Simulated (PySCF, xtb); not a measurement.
Al(F)(OH)(SMe) (CH₄AlFOS), SMILES C[S][Al]([OH])[F]. One conformer was computed; it need not be the lowest.

Harmonic wavenumbers (cm⁻¹) from GFN2-xTB (xtb) at its own minimum, in rising order: 46, 87, 121, 179, 209, 222, 318, 419, 459, 703, 749, 918, 937, 951, 1313, 1438, 1451, 3038, 3045, 3055, 3774.

Task: What does PBE0-D3(BJ)/def2-SVP in PySCF give at its own minimum? (An estimate is asked for; the answer gives what the named calculation found.)

Result: 59, 95, 135, 217, 234, 248, 317, 487, 551, 717, 833, 952, 970, 992, 1340, 1458, 1458, 3076, 3193, 3201, 3992. Paired by order, the mean absolute difference is 52 cm⁻¹ and the zero-point energies are 33.5 and 35.1 kcal/mol.
